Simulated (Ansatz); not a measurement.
Consider the ligand exchange at a Ge–C bond: `[GeH3][CH2]N1C=C1` + `O[SiH](Cl)Cl` → `Cl[SiH](Cl)[O][GeH3]` + `CN1C=C1`.

Gas-phase electronic energies from Ansatz, PBE0-D4/def2-TZVP geometries. CCSD(T)/CBS adds triple-zeta CCSD(T) − MP2 to the extrapolated MP2 energy (def2 sets, frozen cores). This one scheme is used for every species. DFT in def2-TZVPP. B3LYP here is the variant with VWN-RPA as its local correlation; programs differ in this. For Ge outer-core shells are correlated without core-valence functions, which leaves a few kJ/mol of doubt a bond. Scalar relativity is left out up to krypton. Each species was taken in one conformer, which may not be the lowest.

| level | ΔE (kJ/mol) | difference from CCSD(T)/CBS |
| --- | --- | --- |
| PBE-D4 | -51.8 | 7.0 |
| r2SCAN-D4 | -60.0 | -1.2 |
| PBE0-D4 | -55.8 | 3.0 |
| B3LYP-D4 | -65.0 | -6.2 |
| ωB97X-V | -64.4 | -5.6 |
| ωB97M-V | -61.3 | -2.5 |
| B2PLYP | -64.5 | -5.7 |
| PBE | -51.1 | 7.7 |
| r2SCAN | -59.8 | -1.0 |
| PBE0 | -55.0 | 3.8 |
| B3LYP | -63.7 | -4.9 |
| HF/def2-TZVPP | -83.8 | -25.0 |
| MP2/def2-TZVPP | -59.8 | -1.0 |
| SCS-MP2/def2-TZVPP | -66.4 | -7.6 |
| CCSD/def2-TZVPP | -63.5 | -4.7 |
| CCSD(T)/def2-TZVPP | -61.1 | -2.3 |
| HF/def2-QZVPP | -86.1 | -27.3 |
| MP2/def2-QZVPP | -59.3 | -0.5 |
| SCS-MP2/def2-QZVPP | -66.0 | -7.2 |
| HF/CBS(def2) | -86.4 | -27.6 |
| MP2/CBS(def2) | -57.5 | 1.3 |
| CCSD/CBS(def2) | -61.1 | -2.3 |
| CCSD(T)/CBS | -58.8 | 0 |

Largest T1 diagnostic among the species: 0.011.

From PBE to PBE0 (25 % exact exchange), in def2-TZVPP and without D4, ΔE moves by −3.9 kJ/mol. In def2-TZVPP, CCSD(T) changes the Hartree–Fock value by +22.6 kJ/mol (the triples alone add +2.3 kJ/mol) and MP2 by +24.0 kJ/mol.
